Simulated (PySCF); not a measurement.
# Spinor energies of Sn²²⁺ (tin, charge +22)

Start: [Ar] 3d10. Calculated with PySCF 2.14 in an uncontracted even-tempered set (19 s from 0.9 bohr⁻², ratio 2.6; 15 p from 1.2 bohr⁻², ratio 2.6; 10 d from 1.2 bohr⁻², ratio 2.6; 6 f from 1.2 bohr⁻², ratio 2.8): generalised Hartree-Fock with the X2C-1e Hamiltonian and a Gaussian nucleus; spin-orbit coupling (SO) screened by Boettger's factors.

```
spinor shell  electrons  ε, screened SO (eV)  weight of nominal j (screened SO)  rms radius, screened SO (bohr)
       1s1/2          2             -30016.6                              1.000                          0.0333
       2s1/2          2              -5175.9                              1.000                           0.136
       2p1/2          2              -4870.4                              1.000                           0.117
       2p3/2          4              -4636.4                              1.000                           0.122
       3s1/2          2              -1528.3                              1.000                           0.356
       3p1/2          2              -1403.3                              1.000                           0.348
       3p3/2          4              -1357.7                              1.000                           0.359
       3d3/2          4              -1141.3                              1.000                           0.329
       3d5/2          6              -1132.0                              1.000                           0.332
```

```tsv
quantity	screened SO
E (hartree)	-5960.97145
M_J	0
⟨J²⟩	0.000
⟨L²⟩	0.011
⟨S²⟩	0.011
```

Breit and QED terms are absent; they matter most for the inner s and p1/2 levels.

Densities and radii are taken from the X2C orbitals without a picture-change correction, which distorts them close to the nucleus.
